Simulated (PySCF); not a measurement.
# Be (beryllium, neutral) across methods

[He] 2p2, high-spin 3P determinant (an excited configuration). All numbers are calculated (PySCF 2.14, the non-relativistic Hamiltonian (point nucleus), in cc-pVTZ (4s3p2d1f, 30 functions)).

```csv
method,E (hartree),mean ε 1s α (eV),mean ε 1s β (eV),mean ε 2p α (eV),Σ⟨r²⟩ (bohr²),⟨S²⟩
TPSS,-14.4421,-109.81,-109.42,-3.376,20.76,2.000
PBEsol,-14.3133,-107.29,-106.91,-3.335,20.93,2.000
BHandHLYP,-14.4172,-119.93,-119.63,-4.642,21.09,2.000
PBE0,-14.4069,-113.93,-113.53,-4.141,20.89,2.000
UHF,-14.33592,-130.73,-130.40,-6.031,21.93,2.000
TPSSh,-14.4374,-111.97,-111.59,-3.669,20.82,2.000
PBE,-14.4101,-108.11,-107.69,-3.391,20.75,2.000
LDA,-14.2268,-106.64,-106.24,-3.375,21.11,2.000
```

(1) Estimate the same row for r2SCAN.

## Answers

(1) E (hartree) = -14.4257; mean ε 1s α (eV) = -110.55; mean ε 1s β (eV) = -110.23; mean ε 2p α (eV) = -3.520; Σ⟨r²⟩ (bohr²) = 20.90; ⟨S²⟩ = 2.000.
